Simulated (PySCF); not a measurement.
**Stretching ZnF⁻**

Set-up: Zn def2-SVPD, F def2-SVPD; no relativity (PySCF 2.14). Energies in eV from Zn + F⁻ in their ground configurations at the same level. State: ¹Σ⁺ (singlet), closed shell.

```csv
R (Å),r²SCAN,PW91,ωB97X
1.667,-1.520,-1.156,-1.247
1.744,-1.828,-1.496,-1.578
1.822,-1.978,-1.679,-1.750
1.880,-2.021,-1.745,-1.806
1.938,-2.023,-1.768,-1.819
1.996,-1.995,-1.761,-1.801
2.074,-1.926,-1.717,-1.745
2.171,-1.810,-1.630,-1.643
2.287,-1.651,-1.501,-1.499
2.442,-1.433,-1.317,-1.300
```

Task: Put a parabola through the three lowest points of the r²SCAN curve and estimate Re, k and ωe (reduced mass 14.65 u; 1 eV/Å² = 0.16022 mdyn/Å; ωe = 1302.8·√(k/μ) cm⁻¹).

Result: Through R = 1.88, 1.938, 1.996 Å the second-order coefficient is 4.46 eV/Å², so Re ≈ 1.913 Å, k ≈ 1.43 mdyn/Å and ωe ≈ 407 cm⁻¹. A polynomial fit of higher order to the unrounded r²SCAN energies gives Re = 1.911 Å, k = 1.64 mdyn/Å, ωe = 436 cm⁻¹; anharmonicity and rounding make the difference.

The higher-order fit for each curve: r²SCAN: Re = 1.911 Å, ωe = 436 cm⁻¹, De = 2.03 eV; PW91: Re = 1.950 Å, ωe = 397 cm⁻¹, De = 1.77 eV; ωB97X: Re = 1.930 Å, ωe = 420 cm⁻¹, De = 1.82 eV.

For an ion De counts to the pair picked by the measured ionisation energies or electron affinities, which need not be the lowest pair at this level. The highest Kohn–Sham level is positive in this anion. Much of that is self-interaction error, but it also means that the finite basis helps to hold the extra electron.
